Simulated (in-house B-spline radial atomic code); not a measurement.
Atomic self-consistent-field run: Cl IV (Cl3+). Method: Dirac-Kohn-Sham LDA VWN5, spherical fractional occupations, Fermi nucleus of rms radius 3.3654 fm, inside a hard spherical wall at 2.57 bohr. Calculated with a radial B-spline atomic code at the basis-set limit.

Command:
```bash
python run_scf.py task.json out
```
Settings (nuclear radius in fm, mass in u):
```
Z                17
configuration    [Ne] 3s2 3p1 3d1
hamiltonian      dirac
method           lda,vwn
spin_polarised   False
nucleus          fermi
rms_radius       3.3654
atomic_mass      34.96885
speed_of_light   137.035999084
wall_radius      2.57
```

Output (hartree, bohr):
```
 radial grid: 61 intervals, B-splines of order 8, outer radius 2.57 bohr

 iter        energy (Eh)    residual
    1        -454.859411    2.05e-01
    2        -455.734279    1.13e-01
    3        -455.862571    3.20e-02
    4        -455.874438    8.74e-03
    5        -455.875431    4.23e-03
    6        -455.875621    5.91e-05
    7        -455.875621    2.45e-06
    8        -455.875621    3.52e-08

 total energy                      -455.87562
 kinetic                             462.0737
 electron-nucleus                  -1074.3653
 Hartree                             182.1122
 exchange-correlation                -25.6961

 first-order corrections (not in the total)
   Gaunt                             0.1160
   retardation                      -0.0087
   frequency dependence             -0.0001
   self-energy                       0.0761
   Uehling                          -0.0052
   Wichmann-Kroll                    0.0000

 orbital      occ     eigenvalue          <r>       <r^2>       <1/r>       r_max    small
 1s1/2      2.000      -102.2234    0.0911991   0.0111903     16.6326     0.05962  3.64e-03
 2s1/2      2.000       -10.6360     0.445317    0.235791     3.30649      0.3624  5.71e-04
 2p1/2      2.000        -8.4784     0.405177    0.204823     3.22702      0.2995  5.53e-04
 2p3/2      4.000        -8.4158     0.407524    0.207053      3.2023      0.3013  5.49e-04
 3s1/2      2.000        -1.9091      1.27557      1.8109     1.07794       1.209  1.35e-04
 3p1/2      0.333        -1.3597      1.30168     1.89335     1.02645       1.255  1.28e-04
 3p3/2      0.667        -1.3507      1.30404     1.89982     1.02362       1.259  1.28e-04
 3d3/2      0.400        -0.5429      1.30757     1.89308    0.876477       1.257  9.58e-05
 3d5/2      0.600        -0.5421      1.30798     1.89406    0.876038       1.257  9.57e-05

 Slater integrals (Eh)
   F0(3p1/2,3p1/2)               0.687679
   F0(3p1/2,3p3/2)               0.687050
   G2(3p1/2,3p3/2)               0.365685
   F0(3p1/2,3d3/2)               0.683889
   G1(3p1/2,3d3/2)               0.437091
   F0(3p1/2,3d5/2)               0.683788
   G3(3p1/2,3d5/2)               0.284858
   F0(3p3/2,3p3/2)               0.686425
   F2(3p3/2,3p3/2)               0.365500
   F0(3p3/2,3d3/2)               0.683235
   F2(3p3/2,3d3/2)               0.363031
   G1(3p3/2,3d3/2)               0.435933
   G3(3p3/2,3d3/2)               0.284395
   F0(3p3/2,3d5/2)               0.683135
   F2(3p3/2,3d5/2)               0.363046
   G1(3p3/2,3d5/2)               0.436023
   G3(3p3/2,3d5/2)               0.284466
   F0(3d3/2,3d3/2)               0.685818
   F2(3d3/2,3d3/2)               0.371018
   F0(3d3/2,3d5/2)               0.685716
   F2(3d3/2,3d5/2)               0.371015
   G2(3d3/2,3d5/2)               0.370907
   G4(3d3/2,3d5/2)               0.245211
   F0(3d5/2,3d5/2)               0.685615
   (list cut)
```

Time taken, with all properties: 0.38 s on 1 thread of Arm Neoverse V2, with other jobs on the host.

For the Dirac Hamiltonian the kinetic term is c α·p + (β - 1)c².
